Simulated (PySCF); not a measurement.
NMR parameters of Si(vinyl)3(NMe2)

Si(vinyl)3(NMe2), C8H15NSi, point group C1.

Cartesian coordinates in Å; atom numbers follow the order of the lines, from 1:
```xyz
25

Si    0.0668    0.4243    0.0456
C     0.1404    0.6769    1.9023
C    -0.6278   -0.0024    2.7621
H     0.8070    1.4503    2.3077
H    -1.3188   -0.7779    2.4112
H    -0.6084    0.1832    3.8423
C     1.8100    0.4802   -0.6445
C     2.9216    0.4442    0.1010
H     1.9323    0.4719   -1.7373
H     2.8811    0.4342    1.1966
H     3.9249    0.4193   -0.3402
C    -0.9588    1.7817   -0.7349
C    -0.4644    2.7179   -1.5531
H    -2.0236    1.8401   -0.4691
H     0.5921    2.7270   -1.8452
H    -1.0835    3.5239   -1.9637
N    -0.7118   -1.1021   -0.2795
C    -1.6579   -1.3099   -1.3438
C    -0.1120   -2.3204    0.2045
H    -1.2093   -1.8297   -2.2156
H    -2.0608   -0.3529   -1.7047
H    -2.5122   -1.9275   -1.0050
H     0.6056   -2.1096    1.0116
H    -0.8755   -3.0101    0.6131
H     0.4329   -2.8690   -0.5909
```

GIAO calculations in PySCF on the PBE0-D3(BJ)/def2-SVP structure: isolated species, non-relativistic, equivalent atoms averaged; basis pcSseg-1.

**Question.** Give the isotropic shieldings (ppm) with B3LYP, PBE0.

**Answer.** 
| atoms | environment | B3LYP | PBE0 |
| --- | --- | --- | --- |
| Si1 | silicon bonded to 3 C, N | 358.0 | 369.5 |
| N17 | nitrogen bonded to 2 C, Si | 241.3 | 248.5 |
| C2/C7/C12 | carbon bonded to C, Si, H | 34.5 | 40.6 |
| C3/C8/C13 | carbon bonded to C, 2 H | 35.4 | 39.2 |
| C18/C19 | carbon bonded to N, 3 H | 139.2 | 145.1 |
| H4/H9/H14 | hydrogen on a carbon bonded to C, Si | 25.16 | 24.92 |
| H5/H6/H10/H11/H15/H16 | hydrogen on a carbon bonded to C | 25.22 | 24.95 |
| H20/H21/H22/H23/H24/H25 | hydrogen on a carbon bonded to N | 28.88 | 28.80 |
| HOMO–LUMO gap (eV) | – | 5.04 | 5.43 |

**Question.** And the chemical shifts, against references computed in the same way?

**Answer.** 
| atoms | nucleus, reference | B3LYP | PBE0 |
| --- | --- | --- | --- |
| Si1 | $^{29}$Si, TMS | -20.2 | -17.5 |
| N17 | $^{15}$N, NH3 | 22.2 | 17.2 |
| C2/C7/C12 | $^{13}$C, TMS | 144.7 | 143.8 |
| C3/C8/C13 | $^{13}$C, TMS | 143.8 | 145.2 |
| C18/C19 | $^{13}$C, TMS | 40.1 | 39.3 |
| H4/H9/H14 | $^{1}$H, TMS | 6.22 | 6.34 |
| H5/H6/H10/H11/H15/H16 | $^{1}$H, TMS | 6.16 | 6.32 |
| H20/H21/H22/H23/H24/H25 | $^{1}$H, TMS | 2.50 | 2.47 |

**Question.** Which part of the shielding of Si1 depends on the functional?

**Answer.** Diamagnetic: B3LYP 887, PBE0 887 ppm; paramagnetic: B3LYP -529, PBE0 -517 ppm. The diamagnetic part, set mainly by inner electrons, hardly moves; the paramagnetic part goes with low-lying magnetically allowed excitations and carries the spread.

Experimental scales use liquid or dissolved standards, which lie at an offset from isolated NH3 (liquid NH3: subtract about 20 ppm).
